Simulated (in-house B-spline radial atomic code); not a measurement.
Configurations of the arsenic ion As⁶⁺, with energies counted from [Ar] 3d9. Computed with a radial B-spline atomic code at the basis-set limit: Dirac-Hartree-Fock, average of configuration, Fermi nucleus of rms radius 4.0968 fm. Energies include first-order Breit, QED and recoil terms.

Occupations are held fixed; configurations that lie above the ionisation limit could autoionise.

```json
{"configuration": "[Ar] 3d8 4p1", "E - E(ref) (eV)": "67.492", "highest orbital": "4p3/2", "its <r> (bohr)": "1.662"}
{"configuration": "[Ne] 3s2 3p5 3d10", "E - E(ref) (eV)": "104.92", "highest orbital": "3d5/2", "its <r> (bohr)": "0.6334"}
{"configuration": "[Ar] 3d8 4f1", "E - E(ref) (eV)": "107.29", "highest orbital": "4f5/2", "its <r> (bohr)": "2.462"}
{"configuration": "[Ar] 3d8 6p1", "E - E(ref) (eV)": "121.94", "highest orbital": "6p3/2", "its <r> (bohr)": "5.034"}
{"configuration": "[Ar] 3d8 7s1", "E - E(ref) (eV)": "128.99", "highest orbital": "7s1/2", "its <r> (bohr)": "6.889"}
{"configuration": "[Ar] 3d8 7p1", "E - E(ref) (eV)": "130.63", "highest orbital": "7p3/2", "its <r> (bohr)": "7.356"}
{"configuration": "[Ar] 3d8 6g1", "E - E(ref) (eV)": "131.25", "highest orbital": "6g9/2", "its <r> (bohr)": "6.276"}
{"configuration": "[Ar] 3d8 7f1", "E - E(ref) (eV)": "135.91", "highest orbital": "7f5/2", "its <r> (bohr)": "9.401"}
{"configuration": "[Ne] 3s2 3p5 3d9 6s1", "E - E(ref) (eV)": "223.18", "highest orbital": "6s1/2", "its <r> (bohr)": "4.672"}
{"configuration": "[Ne] 3s2 3p5 3d9 6g1", "E - E(ref) (eV)": "235.39", "highest orbital": "6g9/2", "its <r> (bohr)": "6.276"}
```

Question: Order these further configurations by energy, lowest first.
A. [Ne] 3s2 3p5 3d9 7g1
B. [Ar] 3d8 5f1
C. [Ne] 3s2 3p5 3d9 5s1
D. [Ar] 3d8 5p1
E. [Ne] 3s2 3p5 3d9 5f1

Answer: D (105.51 eV), B (122.51 eV), C (203.79 eV), E (226.62 eV), A (240.3 eV).

Question: How far above the reference does [Ar] 3d8 6f1 lie?

Answer: 130.86 eV; its least bound orbital is 6f5/2 with <r> = 6.653 bohr.

Question: How far above the reference does [Ne] 3s2 3p5 3d9 5g1 lie?

Answer: 227.24 eV; its least bound orbital is 5g9/2 with <r> = 3.923 bohr.

Question: How far above the reference does [Ne] 3s2 3p5 3d9 4s1 lie?

Answer: 156.65 eV; its least bound orbital is 4s1/2 with <r> = 1.512 bohr.
